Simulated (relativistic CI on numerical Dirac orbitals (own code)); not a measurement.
# Transition arrays of Ru¹⁷⁺

Method of calculation: Dirac-Coulomb-Breit CI, separate exchange-only KLI orbitals for each configuration, model QED, valence Slater integrals scaled by 0.9, whole transition arrays (own radial code, finite nucleus).

Configurations in the expansion (outside the closed core [Ne] 3s2): 3p6.3d9, 3p6.3d8.4f, 3p5.3d10, 3p6.3d8.4p, 3p6.3d8.5f. Levels of other configurations are missing.

All E1 lines from the levels of 3p6.3d9; mean and standard deviation are weighted by gf, and upper levels are sorted by their leading configuration.

| Upper configuration | Lines | Σgf | Mean (eV) | Mean (nm) | σ (eV) | Strongest line (nm) |
| --- | --- | --- | --- | --- | --- | --- |
| 3p6.3d8.4f | 81 | 44.8 | 449.86 | 2.756 | 3.87 | 2.746 |
| 3p5.3d10 | 3 | 2.1 | 186.70 | 6.641 | 9.19 | 6.871 |
| 3p6.3d8.4p | 60 | 4.6 | 326.99 | 3.792 | 3.50 | 3.783 |
| 3p6.3d8.5f | 81 | 23.2 | 550.63 | 2.252 | 4.26 | 2.241 |

Σgf per state of the lower configuration in bins of 0.05 nm over the central range (centre: value): 2.225: 1.38, 2.275: 0.91, 2.675: 0.07, 2.725: 2.01, 2.775: 2.08, 2.825: 0.31, 3.725: 0.05, 3.775: 0.22, 3.825: 0.16.

Q: How do configuration mixing and the scaling of the Slater integrals move the arrays?

A: Slater scale 0.9, no configuration mixing: 3p6.3d8.4f 450.5 ± 3.9 eV (Σgf 49.6), 3p5.3d10 187.7 ± 9.3 eV (Σgf 2.4), 3p6.3d8.4p 327.1 ± 3.5 eV (Σgf 4.3), 3p6.3d8.5f 549.9 ± 4.3 eV (Σgf 17.1); Slater scale 1: 3p6.3d8.4f 451.0 ± 4.2 eV (Σgf 44.9), 3p5.3d10 186.5 ± 9.2 eV (Σgf 2.1), 3p6.3d8.4p 327.2 ± 3.8 eV (Σgf 4.6), 3p6.3d8.5f 551.2 ± 4.6 eV (Σgf 23.3); Slater scale 0.8: 3p6.3d8.4f 448.7 ± 3.6 eV (Σgf 44.7), 3p5.3d10 186.9 ± 9.2 eV (Σgf 2.2), 3p6.3d8.4p 326.8 ± 3.2 eV (Σgf 4.6), 3p6.3d8.5f 550.1 ± 3.9 eV (Σgf 23.1). With mixing, levels are counted to their leading configuration, so an array can shrink or vanish into another, and the sums then hold other lines.
